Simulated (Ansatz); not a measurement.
```xyz
16

C     0.0000    1.4000    0.0000
C     1.2124    0.7000    0.0000
C     1.2124   -0.7000    0.0000
C     0.0000   -1.4000    0.0000
C    -1.2124   -0.7000    0.0000
C    -1.2124    0.7000    0.0000
C     2.4249    1.4000    0.0000
C     3.6373    0.7000    0.0000
C     3.6373   -0.7000    0.0000
C     2.4249   -1.4000    0.0000
H     0.0000   -2.4850    0.0000
H    -2.1521   -1.2425    0.0000
H     2.4249    2.4850    0.0000
H     4.5769    1.2425    0.0000
H     4.5769   -1.2425    0.0000
H     2.4249   -2.4850    0.0000
```

Basis set: def2-TZVP. Charge 0. Computed with Ansatz (development build ahead of 0.2.0); the lowest solution found for each multiplicity.

Question: How do the multiplicities compare at this shape? Give, from the lowest of each method, PBE0 (unrestricted) for 1, 3; PBE0 (restricted) for 1, 3.

Answer:

| method | multiplicity | E (eV) | <S²> |
| --- | --- | --- | --- |
| PBE0, unrestricted | 1 | 0.000 | 0.75 |
| PBE0, unrestricted | 3 | 0.552 | 2.01 |
| PBE0, restricted | 1 | 0.000 | 0.00 |
| PBE0, restricted | 3 | 0.233 | 2.00 |

Caution for PBE0, unrestricted: the unrestricted determinant is spin contaminated. Caution for PBE0, restricted: an unrestricted determinant lies well below.
